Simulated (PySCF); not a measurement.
Species: C₆H₁₈N₂Si.
Geometry (GFN2-xTB, Å), atoms numbered from 1 in this order:
```
atom  x, y, z in Å
C1     3.8349   -0.4160    0.7866
C2     2.6528   -1.0112    0.0324
C3     1.4537   -0.0694    0.0331
N4     0.3958   -0.6102   -0.8079
N5    -0.7581    0.2091   -0.8893
C6    -0.6641    1.1149   -2.0111
Si7   -1.7655    0.5189    0.4849
C8    -1.9145   -1.1359    1.4092
C9    -3.4504    1.1014   -0.1589
H10    4.1514    0.5163    0.3245
H11    3.5649   -0.2099    1.8202
H12    4.6760   -1.1050    0.7817
H13    2.3643   -1.9597    0.4918
H14    2.9339   -1.2140   -1.0019
H15    1.1133    0.1077    1.0667
H16    1.7440    0.8951   -0.3927
H17    0.1063   -1.5158   -0.4476
H18    0.0678    1.9122   -1.8441
H19   -0.3639    0.5492   -2.8937
H20   -1.6362    1.5665   -2.1827
H21   -1.2637    1.5390    1.4385
H22   -0.9798   -1.4232    1.8818
H23   -2.6601   -1.0629    2.1940
H24   -2.2154   -1.9434    0.7472
H25   -3.8060    0.4867   -0.9795
H26   -3.4110    2.1292   -0.5038
H27   -4.1904    1.0566    0.6327
```

Computed at PBE0/pcSseg-1 (PySCF, non-relativistic), with Q(14N) = 0.02044 b: N4, 14N (I = 1): χzz = -6.614 MHz, η = 0.433; N5, 14N (I = 1): χzz = -6.503 MHz, η = 0.547.

Where would the pure quadrupole (NQR) lines of 14N at N4 fall for the rigid, isolated species?

From ν± = (3/4)|χ|(1 ± η/3) and ν0 = |χ|η/2: ν+ 5.676 MHz, ν− 4.244 MHz, ν0 1.432 MHz (hydrazine nitrogen).

Where would the pure quadrupole (NQR) lines of 14N at N5 fall for the rigid, isolated species?

From ν± = (3/4)|χ|(1 ± η/3) and ν0 = |χ|η/2: ν+ 5.767 MHz, ν− 3.988 MHz, ν0 1.779 MHz (hydrazine nitrogen).

In a crystal, neighbours and librations shift these lines. GFN2-xTB bond lengths can be off by several hundredths of an ångström, more for odd bonds, and the gradients follow them. The small basis limits the accuracy of the gradients.

One conformer stands for the species.
